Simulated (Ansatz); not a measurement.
Reaction (ligand exchange at a B–O bond): `OB(F)F` + silanol → `FB(F)O[SiH3]` + H₂O

Isolated molecules relaxed with PBE0-D4/def2-TZVP in Ansatz; ΔE leaves out vibrations. CCSD(T)/CBS is the MP2 limit (def2-TZVPP, def2-QZVPP) plus CCSD(T) − MP2 in def2-TZVPP, frozen cores. This one scheme is used for every species. DFT in def2-TZVPP. One conformer a species, not always the lowest.

(1) Is it downhill or uphill in electronic energy at CCSD(T)/CBS, and by how much? (Estimate.)

(2) What do these levels give: revPBE-D4, r2SCAN-D4, ωB97X-V, RPA@PBE/def2-TZVPP, HF/def2-SVP, SCS-MP2/def2-QZVPP? (Best estimate.)

Largest T1 diagnostic among the species: 0.012.

Results:

(1) Ansatz gave: Downhill: ΔE = -5.1 kJ/mol.

(2) The calculation gave: revPBE-D4 0.2, r2SCAN-D4 0.4, ωB97X-V -1.2, RPA@PBE/def2-TZVPP -2.7, HF/def2-SVP -1.8, SCS-MP2/def2-QZVPP -3.8 kJ/mol.

At CCSD(T), def2-SVP lies +6.2 kJ/mol from the extrapolated value and def2-TZVPP +2.7 kJ/mol. Leaving LDA and LC-ωPBE aside and taking each functional with its dispersion term where it has one, the values, not all of them listed here, spread over 6.0 kJ/mol, from BHLYP-D4 to PBE-D4.
